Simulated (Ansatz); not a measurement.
`C[B](C)[GaH2]`. The species carries charge 0 and has multiplicity 1.

Cartesian coordinates in Å:
```
C 1.2039 -0.3797 -0.9498
B 0.0083 0.0172 -0.0203
C -0.7008 1.3921 -0.2609
Ga -0.6277 -1.2625 1.5100
H 1.9571 -1.0433 -0.5198
H 0.7350 -0.9497 -1.7691
H 1.6989 0.4756 -1.4217
H -1.7517 1.4571 0.0287
H -0.1643 2.0949 0.3983
H -0.5787 1.7795 -1.2779
H -0.1232 -1.1398 3.0043
H -1.6567 -2.4414 1.2782
```

List the harmonic frequencies (cm⁻¹, unscaled) at PBE0-D4/def2-TZVP in Ansatz. (Best estimate.)

The calculation gave: 105, 139, 144, 150, 231, 251, 406, 433, 558, 633, 763, 820, 840, 852, 1087, 1120, 1304, 1311, 1422, 1423, 1466, 1467, 1912, 1916, 2997, 2998, 3070, 3073, 3120, 3122.

Is this a minimum?

Yes, all 30 modes are real.

Give the ideal-gas thermochemistry at 298.15 K and 1 bar (rigid rotor, harmonic oscillator; point group C2, symmetry number 2).

Zero-point energy 234.1 kJ/mol; H(298) − E = 257.1 kJ/mol; entropy 352.7 J/(mol·K), of which translation 167.8, rotation 105.8, vibration 79.1; G(298) − E = 151.9 kJ/mol.
